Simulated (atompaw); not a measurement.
**u(r) = r·R(r): atom against pseudo-atom (potassium)**

Columns: radius, all-electron u(r) and pseudo u(r) of the 3s shell (level -35.27 eV) of potassium in the configuration [Ne] 3s2 3p6 4s1 4p0; PBEsol, scalar-relativistic, PAW (atompaw) scheme, atompaw 4.2.0.5.

| r (bohr) | all-electron | pseudo |
| --- | --- | --- |
| 0.104 | 0.0178 | 0.1831 |
| 0.208 | -0.4395 | 0.3590 |
| 0.312 | -0.4615 | 0.5212 |
| 0.415 | -0.2124 | 0.6630 |
| 0.519 | 0.1225 | 0.7829 |
| 0.623 | 0.4337 | 0.8773 |
| 0.727 | 0.6773 | 0.9453 |
| 0.831 | 0.8443 | 0.9875 |
| 0.935 | 0.9406 | 1.0058 |
| 1.038 | 0.9792 | 1.0026 |
| 1.142 | 0.9752 | 0.9802 |
| 1.246 | 0.9407 | 0.9410 |
| 1.350 | 0.8865 | 0.8865 |
| 1.454 | 0.8208 | 0.8208 |
| 1.558 | 0.7495 | 0.7495 |
| 1.662 | 0.6771 | 0.6771 |
| 1.765 | 0.6069 | 0.6069 |
| 1.869 | 0.5396 | 0.5396 |
| 1.973 | 0.4768 | 0.4768 |
| 2.077 | 0.4193 | 0.4193 |
| 2.181 | 0.3672 | 0.3672 |
| 2.285 | 0.3204 | 0.3204 |
| 2.388 | 0.2791 | 0.2791 |
| 2.492 | 0.2421 | 0.2421 |
| 2.596 | 0.2096 | 0.2096 |
| 2.700 | 0.1811 | 0.1811 |

(1) How many radial nodes do the two functions have?

(2) At about which radius was the pseudo-wave matched?

(3) Is the pseudo-wave norm-conserving?

## Answers

(1) The all-electron 3s function has n − l − 1 = 2; the pseudo-wave has 0, since the states of the same l below it are removed with the core.

(2) 1.30 bohr, where the columns begin to agree (steps of 0.10 bohr).

(3) No, it belongs to a PAW set: the norm inside the radius is not constrained, and the difference is carried by the augmentation charge.
